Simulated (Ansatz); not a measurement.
Pulling the pair apart

The pair of Li⁺ (SMILES [Li+], atom 1) and CH3Cl (SMILES CCl, atoms 2–6), both closed shells, in one local arrangement (a lower one may exist), relaxed at PBE0-D4/def2-TZVP:

```xyz
6
angstrom
Li 0.1236 0.2617 -2.7387
C -0.0138 0.0478 0.6866
Cl -0.1129 -0.9255 -0.8337
H -0.1782 -0.6639 1.4903
H -0.7984 0.7976 0.6559
H 0.9797 0.4824 0.7396
```

CH3Cl is shifted rigidly along the line between the mean atom positions of the two fragments (negative: closer). Counterpoise interaction energies in kJ/mol. Computed with Ansatz 0.2.0 (basis: def2-TZVPPD); correlated methods freeze the cores. The outer core shell of Li, Na, Mg and K is correlated. B3LYP uses VWN-RPA correlation.

```csv
shift (Å),PBE-D4,B3LYP-D4,wB97M-V
-0.23,-91.9,-93.7,-88.5
-0.11,-99.9,-101.5,-96.8
0.00,-102.5,-104.0,-99.6
0.11,-101.5,-102.8,-98.8
0.27,-96.5,-97.6,-93.9
0.56,-83.2,-84.8,-79.8
1.13,-57.9,-60.4,-53.0
2.26,-26.4,-27.4,-24.8
```

Question: What does CCSD(T) give at these shifts? (An estimate is asked for; the value comes from the calculation.)

Answer: The calculation gives: -80.0, -89.1, -92.6, -92.4, -88.1, -75.1, -50.3, -23.9 kJ/mol. For zero shift, CCSD(T) at an estimated basis limit (MP2 extrapolated from triple and quadruple zeta, plus CCSD(T) − MP2 in triple zeta) gives -97.6 kJ/mol. These are counterpoise interaction energies, counted from the two frozen fragments.

The T1 diagnostic stays at or below 0.008.

For scale, one of the runs: CCSD(T)/def2-TZVPPD, 161 basis functions, launched by `ansatz run in.yaml --threads 2 --pin off --events-out ev --progress --plain --max-ram 5222MiB`. Time: 23 s of wall clock on 2 CPU threads; the host was shared. Peak host memory: 1.2 GiB.
